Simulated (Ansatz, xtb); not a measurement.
Stretching the C2–H7 bond in C2H6Ge (SMILES C=[CH][GeH3]) (multiplicity 1 held, fragments rigid). Energies count from the point at 1.087 Å.
Geometry at that point (charge 0, multiplicity 1):
```xyz
9

Ge     0.668    -0.230    -0.114
C     -1.035     0.716    -0.153
C     -2.062     0.405     0.631
H      0.974    -0.847    -1.491
H      0.587    -1.344     0.945
H      1.814     0.736     0.240
H     -1.141     1.539    -0.854
H     -3.001     0.947     0.590
H     -2.012    -0.407     1.349
```

Restricted levels (R-, RO-) in cc, def2 and unpolarised 6-31G sets keep to the state of the molecule at rest. Active spaces are followed from a long bond inwards. Curves can end on different states.

Correlated levels freeze the cores. Filled d and f shells under p-block atoms count as core.

Run with Ansatz (Gaussian basis) for Hartree–Fock, density functionals and correlated methods; xtb for the GFN methods. Values without a source in brackets are computed. The GFN methods have no spin term and hold the electronic entropy of 300 K.

What is the computed energy at R = 3.477 Å (FIC-MRCISD+Q on CASSCF(2,2)/cc-pVDZ)?

452 kJ/mol

What is the computed energy at R = 3.477 Å (GFN2-xTB)?

510 kJ/mol

Give the energy at R = 3.477 Å at the level R-MP2/cc-pVDZ.

595 kJ/mol

Doubts at one or more of the structures used: a restricted determinant that unrestricted orbitals would lower (R-MP2/cc-pVDZ).

Ansatz is a first-principles code.
